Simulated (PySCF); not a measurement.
CH4ClFOSi2, SMILES O=C([SiH3])[Si@@H](F)Cl.

Geometry: TPSSh-D3(BJ)/def2-SVP. The structure was generated by enumeration; whether it is a known compound was not checked. Other conformers were not sampled.

Method: TDDFT-ωB97X/def2-SVPD in PySCF.

Vertical excitations. The molecule is in vacuum.

Problem. Estimate the UV-visible absorptions. (The exact figures need the calculation; the answer reports its results.)

Solution. 
```tsv
state	energy (eV)	λ (nm)	f	main pairs
S1	2.46	505	0.000	HOMO→LUMO 96 %
S2	6.19	200	0.035	HOMO→LUMO+1 62 %, HOMO→LUMO+2 20 %
S3	6.77	183	0.003	HOMO→LUMO+4 68 %
S4	7.02	177	0.064	HOMO→LUMO+2 67 %, HOMO→LUMO+1 11 %
S5	7.17	173	0.009	HOMO−1→LUMO 28 %, HOMO−4→LUMO 26 %, HOMO−2→LUMO 10 %, HOMO−3→LUMO 9 %
S6	7.43	167	0.005	HOMO−1→LUMO 56 %, HOMO−4→LUMO 30 %
S7	7.44	167	0.181	HOMO→LUMO+3 42 %, HOMO→LUMO+5 21 %, HOMO→LUMO+4 8 %, HOMO→LUMO+6 6 %
S8	7.52	165	0.010	HOMO−3→LUMO 44 %, HOMO−4→LUMO 10 %, HOMO→LUMO+5 9 %, HOMO→LUMO+3 8 %
S9	7.69	161	0.079	HOMO−2→LUMO 34 %, HOMO−8→LUMO 23 %, HOMO−5→LUMO 13 %, HOMO−4→LUMO 7 %
S10	7.80	159	0.041	HOMO−2→LUMO 29 %, HOMO−8→LUMO 18 %, HOMO−5→LUMO 12 %, HOMO−3→LUMO 7 %
T1	1.83	678	0	HOMO→LUMO 95 %
T2	5.38	231	0	HOMO−7→LUMO 39 %, HOMO−3→LUMO 25 %, HOMO−6→LUMO 21 %
T3	5.84	212	0	HOMO→LUMO+1 61 %, HOMO→LUMO+2 21 %
T4	6.44	192	0	HOMO→LUMO+4 42 %, HOMO→LUMO+3 10 %, HOMO−6→LUMO 9 %, HOMO−1→LUMO 7 %
```
Triplets are in the Tamm–Dancoff approximation, which puts them higher than full response would, so one can lie above its singlet here.
